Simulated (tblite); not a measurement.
Record of a relaxation.

Species: C7H6NP.
Atom-mapped SMILES: `[CH:1]#[C:2][c:3]1[n:4][cH:5][cH:6][p:7][c:8]1[CH3:9]` (hydrogens: H10 on C1; H11 on C5; H12 on C6; H13, H14, H15 on C9)

Computed with GFN2-xTB (tblite), gas phase: L-BFGS steps from a force-field or distance-geometry start until the largest atomic force falls under 0.01 eV/Å. 12 of its 39 geometries are shown.

Step 0: E = -635.8361 eV, largest atomic force 3.041 eV/Å
```
atom  x, y, z in Å  |  force x, y, z in eV/Å
C1     -0.035    2.703   -1.472   -0.307   1.549  -0.767
C2      0.136    1.651   -0.945    0.073  -1.802   1.010
C3      0.380    0.375   -0.293    0.476   0.421  -0.422
N4      1.680    0.021   -0.415   -0.711  -2.104   1.407
C5      2.111   -1.158    0.139   -0.569   1.347  -0.723
C6      1.391   -2.119    0.824   -1.820   0.777   0.072
P7     -0.401   -1.942    1.152    1.737   2.002  -1.490
C8     -0.689   -0.291    0.328    0.944  -2.068   0.819
C9     -2.085    0.252    0.353   -0.004   0.094   0.138
H10    -0.197    3.644   -1.945    0.109  -0.519   0.247
H11     3.175   -1.326   -0.030   -0.179   0.065   0.035
H12     1.892   -3.011    1.197   -0.218   0.273  -0.110
H13    -2.473    0.385   -0.658    0.135   0.116  -0.022
H14    -2.102    1.221    0.863    0.043  -0.046  -0.189
H15    -2.789   -0.398    0.880    0.293  -0.105  -0.005
```

Step 3: E = -636.2205 eV, largest atomic force 0.679 eV/Å
```
atom  x, y, z in Å  |  force x, y, z in eV/Å
C1     -0.036    2.701   -1.470   -0.051   0.027  -0.004
C2      0.131    1.638   -0.935   -0.076  -0.304   0.217
C3      0.381    0.372   -0.295   -0.040   0.056  -0.050
N4      1.655   -0.015   -0.386    0.045  -0.273   0.158
C5      2.098   -1.150    0.134   -0.152   0.285  -0.159
C6      1.353   -2.094    0.821    0.104   0.025  -0.016
P7     -0.354   -1.887    1.112   -0.059   0.244  -0.110
C8     -0.660   -0.331    0.340   -0.158   0.119  -0.072
C9     -2.075    0.246    0.357    0.349  -0.170  -0.003
H10    -0.195    3.635   -1.941    0.052  -0.285   0.136
H11     3.164   -1.322   -0.028   -0.193   0.057   0.028
H12     1.875   -2.991    1.189   -0.482   0.457  -0.142
H13    -2.465    0.388   -0.657    0.266  -0.005   0.107
H14    -2.098    1.220    0.856    0.168  -0.111  -0.118
H15    -2.778   -0.403    0.880    0.226  -0.124   0.029
```

Step 7: E = -636.2857 eV, largest atomic force 0.264 eV/Å
```
atom  x, y, z in Å  |  force x, y, z in eV/Å
C1     -0.041    2.677   -1.456   -0.047   0.074  -0.028
C2      0.116    1.619   -0.916   -0.041   0.008   0.004
C3      0.379    0.369   -0.296    0.038  -0.058   0.038
N4      1.651   -0.007   -0.388    0.120   0.182  -0.149
C5      2.086   -1.134    0.124   -0.023  -0.011   0.035
C6      1.330   -2.060    0.811   -0.103   0.022  -0.009
P7     -0.368   -1.863    1.104   -0.136  -0.128   0.105
C8     -0.657   -0.325    0.330    0.103  -0.155   0.081
C9     -2.048    0.233    0.358   -0.010   0.044  -0.030
H10    -0.190    3.601   -1.925   -0.036   0.093  -0.044
H11     3.144   -1.312   -0.027    0.068  -0.006  -0.017
H12     1.814   -2.952    1.181   -0.044  -0.069   0.054
H13    -2.422    0.385   -0.650   -0.016  -0.029  -0.179
H14    -2.066    1.205    0.842    0.069   0.118   0.108
H15    -2.734   -0.427    0.885    0.057  -0.086   0.032
```

Step 10: E = -636.2941 eV, largest atomic force 0.076 eV/Å
```
atom  x, y, z in Å  |  force x, y, z in eV/Å
C1     -0.046    2.676   -1.455   -0.036   0.035  -0.009
C2      0.109    1.617   -0.913   -0.041   0.025  -0.008
C3      0.383    0.367   -0.295    0.007   0.022  -0.007
N4      1.659    0.003   -0.396   -0.023  -0.063   0.036
C5      2.083   -1.129    0.122    0.001  -0.018   0.011
C6      1.319   -2.054    0.808    0.011  -0.028   0.009
P7     -0.380   -1.870    1.111    0.036  -0.019  -0.001
C8     -0.652   -0.333    0.333    0.015   0.012   0.006
C9     -2.043    0.234    0.356    0.055   0.004  -0.018
H10    -0.192    3.602   -1.925   -0.034   0.041  -0.015
H11     3.144   -1.312   -0.027   -0.035  -0.022   0.019
H12     1.800   -2.949    1.184   -0.031   0.021  -0.001
H13    -2.414    0.382   -0.659    0.012  -0.022   0.005
H14    -2.054    1.209    0.846    0.025  -0.021   0.008
H15    -2.721   -0.436    0.887    0.040   0.034  -0.033
```

Step 14: E = -636.2962 eV, largest atomic force 0.051 eV/Å
```
atom  x, y, z in Å  |  force x, y, z in eV/Å
C1     -0.054    2.682   -1.455   -0.023   0.000   0.005
C2      0.102    1.622   -0.914    0.028  -0.003  -0.003
C3      0.384    0.370   -0.296    0.013   0.006  -0.008
N4      1.659   -0.001   -0.395    0.012   0.035  -0.018
C5      2.081   -1.132    0.124   -0.008  -0.001  -0.001
C6      1.317   -2.056    0.810   -0.005  -0.016   0.016
P7     -0.380   -1.872    1.111   -0.023   0.032  -0.012
C8     -0.646   -0.333    0.334    0.006   0.006  -0.014
C9     -2.034    0.235    0.353   -0.012  -0.005   0.009
H10    -0.200    3.608   -1.927   -0.037  -0.010   0.013
H11     3.140   -1.317   -0.024    0.001  -0.017   0.008
H12     1.793   -2.950    1.186    0.024  -0.042   0.016
H13    -2.408    0.378   -0.661    0.027   0.016  -0.013
H14    -2.046    1.206    0.848    0.018   0.021  -0.014
H15    -2.711   -0.433    0.882   -0.021  -0.021   0.017
```

Step 17: E = -636.2971 eV, largest atomic force 0.047 eV/Å
```
atom  x, y, z in Å  |  force x, y, z in eV/Å
C1     -0.063    2.684   -1.455   -0.014  -0.005   0.005
C2      0.102    1.625   -0.915    0.033  -0.007   0.000
C3      0.386    0.373   -0.298    0.023  -0.017   0.001
N4      1.660    0.000   -0.395    0.025  -0.035   0.013
C5      2.078   -1.133    0.126    0.010  -0.013   0.009
C6      1.316   -2.060    0.812    0.002   0.008  -0.006
P7     -0.382   -1.869    1.110    0.017  -0.019   0.008
C8     -0.643   -0.331    0.332   -0.001  -0.004  -0.003
C9     -2.031    0.235    0.353   -0.006   0.009  -0.005
H10    -0.211    3.611   -1.926   -0.041   0.000   0.009
H11     3.138   -1.322   -0.021   -0.009   0.002  -0.001
H12     1.793   -2.956    1.190   -0.019   0.039  -0.017
H13    -2.401    0.378   -0.663   -0.003   0.020  -0.018
H14    -2.039    1.207    0.846   -0.007   0.025  -0.004
H15    -2.708   -0.434    0.881   -0.009  -0.002   0.008
```

Step 21: E = -636.2986 eV, largest atomic force 0.089 eV/Å
```
atom  x, y, z in Å  |  force x, y, z in eV/Å
C1     -0.082    2.685   -1.450    0.006  -0.035   0.017
C2      0.114    1.627   -0.918   -0.010  -0.004   0.002
C3      0.396    0.373   -0.300   -0.018  -0.002   0.010
N4      1.668   -0.006   -0.393   -0.020   0.029  -0.014
C5      2.078   -1.140    0.130    0.027   0.008  -0.014
C6      1.313   -2.063    0.815   -0.011   0.010  -0.007
P7     -0.383   -1.868    1.110   -0.034   0.019  -0.003
C8     -0.638   -0.329    0.328    0.002   0.003   0.014
C9     -2.027    0.239    0.350    0.031   0.020  -0.022
H10    -0.244    3.611   -1.919   -0.027  -0.034   0.026
H11     3.135   -1.332   -0.016    0.067  -0.020  -0.003
H12     1.789   -2.958    1.191    0.006  -0.033   0.018
H13    -2.389    0.385   -0.669   -0.030  -0.004   0.024
H14    -2.030    1.214    0.839   -0.023  -0.025  -0.002
H15    -2.705   -0.431    0.880    0.034   0.067  -0.048
```

Step 24: E = -636.3008 eV, largest atomic force 0.085 eV/Å
```
atom  x, y, z in Å  |  force x, y, z in eV/Å
C1     -0.108    2.681   -1.442    0.008  -0.016   0.007
C2      0.131    1.626   -0.920   -0.074  -0.034   0.026
C3      0.409    0.372   -0.302    0.022   0.007   0.003
N4      1.679   -0.014   -0.391    0.026   0.026  -0.022
C5      2.084   -1.149    0.134    0.000   0.004  -0.015
C6      1.308   -2.064    0.817    0.033  -0.018   0.003
P7     -0.388   -1.863    1.109    0.022   0.029  -0.022
C8     -0.630   -0.324    0.325    0.016   0.019  -0.001
C9     -2.015    0.249    0.341   -0.005   0.023  -0.010
H10    -0.298    3.605   -1.903   -0.002  -0.037   0.023
H11     3.142   -1.350   -0.009   -0.004   0.001   0.007
H12     1.780   -2.961    1.195   -0.004  -0.044   0.025
H13    -2.379    0.396   -0.675   -0.024  -0.001  -0.037
H14    -2.022    1.222    0.831    0.010   0.041   0.020
H15    -2.695   -0.417    0.870   -0.024   0.000  -0.008
```

Step 28: E = -636.3026 eV, largest atomic force 0.026 eV/Å
```
atom  x, y, z in Å  |  force x, y, z in eV/Å
C1     -0.130    2.673   -1.433   -0.003   0.001   0.001
C2      0.132    1.621   -0.918   -0.015   0.000   0.003
C3      0.423    0.371   -0.303   -0.007  -0.008   0.002
N4      1.692   -0.018   -0.392   -0.006  -0.018   0.010
C5      2.090   -1.156    0.135    0.007  -0.004   0.006
C6      1.309   -2.068    0.819    0.005   0.001  -0.002
P7     -0.387   -1.857    1.106    0.013  -0.016   0.008
C8     -0.623   -0.318    0.321   -0.011  -0.009   0.003
C9     -2.007    0.261    0.332   -0.006   0.001   0.004
H10    -0.345    3.595   -1.887   -0.001   0.006  -0.003
H11     3.146   -1.364   -0.003    0.002   0.012  -0.008
H12     1.772   -2.969    1.202   -0.005   0.009  -0.006
H13    -2.373    0.405   -0.685    0.021   0.015   0.004
H14    -2.014    1.234    0.825    0.014   0.006  -0.020
H15    -2.690   -0.403    0.859   -0.008   0.004  -0.003
```

Step 31: E = -636.3028 eV, largest atomic force 0.032 eV/Å
```
atom  x, y, z in Å  |  force x, y, z in eV/Å
C1     -0.132    2.673   -1.432   -0.004  -0.002   0.002
C2      0.130    1.621   -0.917    0.006  -0.006   0.000
C3      0.422    0.370   -0.302   -0.016  -0.002   0.002
N4      1.692   -0.020   -0.391   -0.016   0.026  -0.009
C5      2.091   -1.157    0.135   -0.003   0.008  -0.005
C6      1.310   -2.069    0.819   -0.002  -0.004   0.004
P7     -0.386   -1.858    1.106   -0.021   0.003   0.004
C8     -0.623   -0.319    0.322    0.003  -0.014   0.009
C9     -2.006    0.262    0.332    0.014  -0.004  -0.003
H10    -0.348    3.594   -1.886    0.002  -0.008   0.005
H11     3.147   -1.363   -0.004    0.015   0.002  -0.003
H12     1.771   -2.969    1.202    0.017  -0.020   0.006
H13    -2.369    0.408   -0.686    0.007   0.003  -0.005
H14    -2.011    1.236    0.822    0.007   0.000  -0.002
H15    -2.691   -0.402    0.858   -0.009   0.017  -0.004
```

Step 35: E = -636.3031 eV, largest atomic force 0.025 eV/Å
```
atom  x, y, z in Å  |  force x, y, z in eV/Å
C1     -0.136    2.671   -1.429   -0.003  -0.009   0.005
C2      0.127    1.618   -0.915    0.002   0.001  -0.003
C3      0.421    0.368   -0.301    0.008  -0.001   0.001
N4      1.691   -0.020   -0.391    0.008  -0.014   0.005
C5      2.092   -1.157    0.135   -0.009  -0.002   0.002
C6      1.312   -2.070    0.820   -0.001   0.003  -0.002
P7     -0.386   -1.860    1.108    0.013  -0.008   0.001
C8     -0.624   -0.322    0.323   -0.001   0.004  -0.002
C9     -2.004    0.264    0.330   -0.006   0.005  -0.003
H10    -0.355    3.592   -1.883    0.003  -0.002   0.001
H11     3.150   -1.361   -0.005   -0.024   0.007   0.003
H12     1.772   -2.972    1.203    0.005   0.019  -0.011
H13    -2.363    0.413   -0.689    0.005  -0.009  -0.006
H14    -2.005    1.240    0.817    0.007  -0.006   0.009
H15    -2.695   -0.395    0.855   -0.005   0.012  -0.001
```

Step 38: E = -636.3033 eV, largest atomic force 0.009 eV/Å
```
atom  x, y, z in Å  |  force x, y, z in eV/Å
C1     -0.139    2.669   -1.428   -0.001   0.000   0.000
C2      0.127    1.617   -0.915   -0.005   0.001   0.001
C3      0.421    0.367   -0.301    0.001   0.000   0.000
N4      1.690   -0.020   -0.391    0.001  -0.004   0.000
C5      2.091   -1.157    0.136    0.003  -0.002   0.003
C6      1.312   -2.071    0.820   -0.004   0.002  -0.002
P7     -0.385   -1.861    1.109   -0.003   0.002   0.000
C8     -0.624   -0.323    0.324   -0.002   0.002  -0.002
C9     -2.003    0.266    0.329   -0.002   0.001   0.002
H10    -0.358    3.590   -1.881    0.001   0.001   0.000
H11     3.148   -1.360   -0.005    0.004  -0.005   0.002
H12     1.774   -2.972    1.202    0.005   0.007  -0.004
H13    -2.359    0.413   -0.691    0.002  -0.003   0.002
H14    -2.001    1.241    0.817    0.003   0.001   0.000
H15    -2.697   -0.390    0.854   -0.002  -0.001  -0.002
```

Question: Summarise the path.

Answer: The energy falls by 0.4671 eV from step 0 to step 38; nine tenths of that is first reached at step 5. It falls at every step. The largest force goes from 3.041 to 0.009 eV/Å. Among the bonds P7–C8 changes most, from 1.867 to 1.744 Å; the atoms move by 0.096 Å rms after alignment.

The cost below is that of the whole relaxation. The run took 0.3 s on one thread, Arm Neoverse V1 (aarch64), shared host.
